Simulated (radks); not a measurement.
Species: neutral tantalum. Configuration: [Xe] 4f14 5d3 6s2. Calculated with a radial shooting solver on a logarithmic mesh with Libxc functionals: Dirac Kohn-Sham, LDA (Slater exchange, Perdew-Wang correlation), spin-unpolarised, spherical densities, finite nucleus; open shells are shared between the two j in proportion to 2j + 1; Fermi nuclear charge, rms radius 5.3507 fm.

X-ray form factor f0, the Fourier transform of the density (f0(0) = 73):

sin(theta)/lambda (1/angstrom),f0 (electrons)
0.05,71.769
0.1,68.778
0.15,65.190
0.2,61.588
0.25,58.093
0.3,54.716
0.4,48.415
0.5,42.897
0.6,38.175
0.8,30.639
1,25.048
1.25,20.257
1.5,17.255
2,13.668
